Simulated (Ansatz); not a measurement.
In(PF3)H3 (InPH₃F₃), 8 atoms. Hardware: 4 threads of Intel Xeon on a shared host.

In the def2 sets In takes a core potential; there is no spin–orbit coupling. Correlated methods freeze 12 core orbitals; core or outer-core shells of In are correlated, in sets that lack core-valence functions.

(1) How many basis functions does each of these Ansatz runs have, and roughly what does it cost? LC-ωPBE (ω = 0.15 bohr⁻¹)/def2-TZVP, charge -1 doublet at the geometry of the charge 0 singlet, energy, from earlier orbitals; LC-ωPBE (ω = 0.30 bohr⁻¹)/def2-TZVP, charge 0 singlet, energy, from earlier orbitals; RPA@PBE/def2-TZVP, charge 0 singlet, energy, from earlier orbitals; LC-ωPBE (ω = 0.10 bohr⁻¹)/def2-TZVP, charge 1 doublet at the geometry of the charge 0 singlet, energy, from earlier orbitals; PBE-D4/def2-TZVPD, charge 0 singlet, energy, from earlier orbitals; LC-ωPBE (ω = 0.20 bohr⁻¹)/def2-TZVP, charge 0 singlet, energy, from earlier orbitals; BHLYP-D4/def2-TZVP, charge 0 singlet, energy, from earlier orbitals; PBE-D4/def2-TZVP, charge 0 triplet at the geometry of the charge 0 singlet, energy, from earlier orbitals; LC-ωPBE (ω = 0.15 bohr⁻¹)/def2-TZVP, charge 1 doublet at the geometry of the charge 0 singlet, energy, from earlier orbitals; PBE-D4/def2-TZVP, charge 0 singlet, energy, from earlier orbitals; LC-ωPBE (ω = 0.30 bohr⁻¹)/def2-TZVP, charge 1 doublet at the geometry of the charge 0 singlet, energy, from earlier orbitals; LDA (SPW92)/def2-TZVP, charge 0 singlet, energy, from earlier orbitals.

Answers

(1) Other jobs shared the machine, so times can vary by a factor of up to 3. A dash marks memory too small to be measured apart from the calling script's.

| run | functions | fitting or Cholesky vectors | wall time | peak host memory (GiB) |
| --- | --- | --- | --- | --- |
| LDA (SPW92)/def2-TZVP, charge 0 singlet, energy, from earlier orbitals | 198 | 1258 | 3.5 s | – |
| PBE-D4/def2-TZVP, charge 0 singlet, energy, from earlier orbitals | 198 | 1258 | 5.5 s | – |
| BHLYP-D4/def2-TZVP, charge 0 singlet, energy, from earlier orbitals | 198 | 1499 | 7.5 s | 0.56 |
| LC-ωPBE (ω = 0.20 bohr⁻¹)/def2-TZVP, charge 0 singlet, energy, from earlier orbitals | 198 | 1258 | 8.1 s | – |
| LC-ωPBE (ω = 0.30 bohr⁻¹)/def2-TZVP, charge 0 singlet, energy, from earlier orbitals | 198 | 1258 | 8.5 s | – |
| PBE-D4/def2-TZVPD, charge 0 singlet, energy, from earlier orbitals | 246 | 1450 | 11 s | – |
| RPA@PBE/def2-TZVP, charge 0 singlet, energy, from earlier orbitals | 198 | 1474 | 14 s | – |
| PBE-D4/def2-TZVP, charge 0 triplet at the geometry of the charge 0 singlet, energy, from earlier orbitals | 198 | 1258 | 16 s | – |
| LC-ωPBE (ω = 0.15 bohr⁻¹)/def2-TZVP, charge -1 doublet at the geometry of the charge 0 singlet, energy, from earlier orbitals | 198 | 1258 | 17 s | 0.59 |
| LC-ωPBE (ω = 0.15 bohr⁻¹)/def2-TZVP, charge 1 doublet at the geometry of the charge 0 singlet, energy, from earlier orbitals | 198 | 1258 | 19 s | 0.59 |
| LC-ωPBE (ω = 0.30 bohr⁻¹)/def2-TZVP, charge 1 doublet at the geometry of the charge 0 singlet, energy, from earlier orbitals | 198 | 1258 | 20 s | 0.65 |
| LC-ωPBE (ω = 0.10 bohr⁻¹)/def2-TZVP, charge 1 doublet at the geometry of the charge 0 singlet, energy, from earlier orbitals | 198 | 1258 | 23 s | 0.57 |
